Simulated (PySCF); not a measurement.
Compound: C7H6N4.
Numbering: `[CH:1]#[C:2][c:3]1[n:4][n:5]([CH2:6][CH3:7])[n:8][c:9]1[C:10]#[N:11]`

Definitions: NICS(0) = −σiso at the ring centroid; NICS(1) = −σiso and NICS(1)zz = −σzz at ±1 Å along the ring normal z. Level: GIAO PBE0/pcSseg-1 (PySCF, non-relativistic, gas phase) on the GFN2-xTB geometry, one conformer.

Ring bond lengths (Å), with Mayer bond orders in brackets: C3–N4 1.329 (1.41), N4–N5 1.309 (1.25), N5–N8 1.304 (1.27), N8–C9 1.332 (1.41), C9–C3 1.423 (1.22).

Problem. What do the NICS probes read (ppm)?

Solution. 
```tsv
ring	type	NICS(0)	NICS(1), two faces	NICS(1)zz, two faces	rms pucker (Å)	centre to ring atoms, mean (Å)
C3–N4–N5–N8–C9	5-membered ring with 3 N; formal bonds all aromatic	-13.8	-12.8 / -12.8	-29.6 / -30.5	0.00	1.14
```

Problem. What can be read from them?

Solution. 
- C3–N4–N5–N8–C9: mean NICS(1)zz -30.1 ppm, shielded. For a flat ring without four-coordinate atoms the NICS criterion counts such a value as aromatic.

Problem. And the bond-length index? HOMA = 1 − mean of α(R − Ropt)² over the ring bonds, with Krygowski's 1993 parameters (CC: Ropt 1.388 Å, α 257.7 Å⁻²; CN: Ropt 1.334 Å, α 93.52 Å⁻²; NN: Ropt 1.309 Å, α 130.33 Å⁻²).

Solution. 
- C3–N4–N5–N8–C9: HOMA 0.93; the largest term is that of C9–C3, α(R − Ropt)² = 0.32. The geometric and the magnetic index point the same way.

Problem. At the second NICS(1) probe listed for ring C3–N4–N5–N8–C9, 1 Å off the ring, what do the in-plane components average?

Solution. The isotropic value is a third of the trace: (3 × -12.8 − (-30.5))/2 = -4.0 ppm.

Problem. List the ring angles and the Hirshfeld charges of the ring atoms.

Solution. 
- C3–N4–N5–N8–C9: C3 107.0° (+0.036 e), N4 105.1° (-0.108 e), N5 115.6° (+0.120 e), N8 104.9° (-0.103 e), C9 107.3° (+0.031 e); sum 540.0° against 540° for a flat convex ring.

Problem. How shielded are the nuclei of the rings and their hydrogens (means over atoms taken as equivalent)?

Solution. 
| atoms | environment | σ isotropic (ppm) | principal values of the symmetric part, first atom (ppm) |
| --- | --- | --- | --- |
| C3 | substituted aromatic carbon | 44.6 | -25.8, 38.7, 121.0 |
| N4 | pyridine-type nitrogen | -104.2 | -348.3, -121.6, 157.3 |
| N5 | pyrrole-type nitrogen | -18.9 | -124.9, -15.2, 83.2 |
| N8 | pyridine-type nitrogen | -108.7 | -362.3, -125.3, 161.4 |
| C9 | substituted aromatic carbon | 54.5 | -23.3, 65.2, 121.7 |

Conformer computed: `[CH:1]#[C:2][c:3]1[n:4][n:5]([CH2:6][CH3:7])[n:8][c:9]1[C:10]#[N:11]`: N4–N5–C6–C7 88°.
